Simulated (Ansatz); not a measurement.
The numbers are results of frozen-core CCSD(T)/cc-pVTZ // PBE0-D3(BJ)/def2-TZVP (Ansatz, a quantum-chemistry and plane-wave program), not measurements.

Ansatz 0.2 input:
```yaml
crystal:
  periodic: [false, false, false]
  atoms:
    - { symbol: C, position_ang: [1.384276, -0.131521, 0.122012] }
    - { symbol: B, position_ang: [-0.003871, 0.545096, -0.116318] }
    - { symbol: C, position_ang: [-1.380449, -0.191551, -0.052078] }
    - { symbol: F, position_ang: [-0.015579, 1.852484, -0.397804] }
    - { symbol: H, position_ang: [2.208659, 0.404008, -0.352623] }
    - { symbol: H, position_ang: [1.578907, -0.129463, 1.20299] }
    - { symbol: H, position_ang: [1.400396, -1.179314, -0.186426] }
    - { symbol: H, position_ang: [-2.209009, 0.474958, 0.194827] }
    - { symbol: H, position_ang: [-1.588131, -0.603612, -1.048598] }
    - { symbol: H, position_ang: [-1.375197, -1.041085, 0.634018] }
basis:
  gaussian: { orbitals: cc-pVTZ }
correlation:
  method: ccsd_t
```

Output:

```
Functional definition: HF
1159 factors; integrals over basis functions are off by at most 1.3e-3 eV
mean field evaluation 1: about -5534.6419 eV, gradient 3.7e1 eV
mean field evaluation 2: about -5534.6416 eV, gradient 3.7e1 eV
mean field evaluation 4: about -5537.7419 eV, gradient 3.5e0 eV
mean field evaluation 8: about -5537.7815 eV, gradient 2.3e-4 eV
mean field evaluation 16: about -5537.7831 eV, gradient 2.3e-1 eV
mean field -5537.78154783 eV, -203.5097182398 hartree, gradient 2.9e-6 eV, S^2 0.000000; 0 other end points of the search recorded, 0 dependent functions left out
4 core orbitals not correlated
reference -5537.78154783 eV, -203.5097182398 hartree; 12, 12 occupied and 188, 188 virtual orbitals, 1159 factors
second order -19.22107866 eV of doubles, -0.00000000 eV of singles
cycle   1  -19.67805684 eV  change   -4.6e-1 eV  update   8.5e-2
cycle   2  -20.07874285 eV  change   -4.0e-1 eV  update   2.4e-2
cycle   3  -20.17043578 eV  change   -9.2e-2 eV  update   1.3e-2
cycle   4  -20.16359760 eV  change    6.8e-3 eV  update   3.0e-3
cycle   5  -20.16235961 eV  change    1.2e-3 eV  update   1.3e-3
cycle   6  -20.16272920 eV  change   -3.7e-4 eV  update   3.8e-4
cycle   7  -20.16256567 eV  change    1.6e-4 eV  update   1.4e-4
cycle   8  -20.16254447 eV  change    2.1e-5 eV  update   3.9e-5
cycle   9  -20.16256599 eV  change   -2.2e-5 eV  update   1.3e-5
perturbative correction -0.68525601 eV, -0.0251826940 hartree
Total energy: -5558.62936984 eV, -204.2758615671 hartree
```

Cost: very roughly 2.9 core-minutes.
